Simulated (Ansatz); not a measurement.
[M(OH)4] with several metals: PBE0-D4/def2-TZVPD single points in Ansatz on relaxed structures, gas phase. Core potentials for Au, no spin–orbit coupling. HOMO and LUMO are taken over both spins. Singlets are spin-restricted. The spins of the ions were chosen, not always searched. Names give formal oxidation states. A dash marks a value that wasn't run or was left out as unsound. The structures are stationary points that may keep the symmetry of their start. Remarks come from the PBE and PBE0 runs and from stability tests at other levels; not every state was tested. A HOMO above zero means that the electron is unbound at that level and held by the basis, or that self-interaction error raises the level; the energy of removing that electron tells which. HOMO above LUMO (over both spins in singlets and doublets, within one spin in higher multiplets; at PBE or PBE0), or a gap under 0.15 eV within one spin, warns that the state may not be the lowest or that an electron is smeared out.

| species | atoms | state | geometry | HOMO (eV) | vertical IE (eV) | lowest of the spins relaxed | point group (within 0.1 Å) | remarks |
| --- | --- | --- | --- | --- | --- | --- | --- | --- |
| [Cu(OH)4]- (CuO4H4⁻) | 9 | singlet | PBE0-D4/def2-SVPD | -2.84 | 4.83 | singlet, of singlet/triplet | C4h | gap within one spin near zero at PBE or PBE0 (neutral doublet), HOMO above LUMO (neutral doublet), HOMO above zero (triplet), gap within one spin near zero at PBE or PBE0 (triplet) |
| [Ni(OH)4]2- (NiO4H4²⁻) | 9 | triplet | PBE-D4/def2-SVPD | 3.27 | – | – | C2 | HOMO above zero at PBE or PBE0, HOMO above zero (singlet), restricted SCF unstable (singlet) |

**Question.** Estimate the rows for [Au(OH)4]- (AuO4H4⁻) (singlet, PBE0-D4/def2-SVPD geometry).

**Answer.** 
| species | atoms | state | geometry | HOMO (eV) | vertical IE (eV) | lowest of the spins relaxed | point group (within 0.1 Å) | remarks |
| --- | --- | --- | --- | --- | --- | --- | --- | --- |
| [Au(OH)4]- (AuO4H4⁻) | 9 | singlet | PBE0-D4/def2-SVPD | -2.40 | 4.41 | singlet, of singlet/triplet | C4h | gap within one spin near zero at PBE or PBE0 (neutral doublet), HOMO above LUMO (neutral doublet) |
